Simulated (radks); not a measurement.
Values are calculated unless marked as measured or tabulated.
Initial-state core-level shifts of neutral lanthanum when its valence configuration changes from [Xe] 5d1 6s2. Code: a radial shooting solver on a logarithmic mesh with Libxc functionals. Model: scalar-relativistic Kohn-Sham, PBE, spin-polarised, spherical densities, point nucleus; open shells are filled with parallel spins first (spin-orbit coupling, left out, can overturn this in heavy ions). Shifts are changes of the shell-averaged eigenvalues in eV (positive: less bound).

valence              2s      2p      3s      5p
5d1 6p2          -1.992  -1.990  -2.001  -1.916
4f0.5 5d1 6s1.5  +4.394  +4.338  +4.937  +2.033
5d1 6s1 6p1      -0.945  -0.944  -0.949  -0.905
5d1.5 6s1.5      +0.973  +0.971  +0.964  +0.848
5d1.5 6s0.5 6p1  -0.022  -0.023  -0.036  -0.127
5d2 6s1          +1.906  +1.902  +1.889  +1.688
5d0.5 6s1.5 6p1  -2.059  -2.055  -2.050  -1.843
6s2 6p1          -3.207  -3.200  -3.182  -2.777
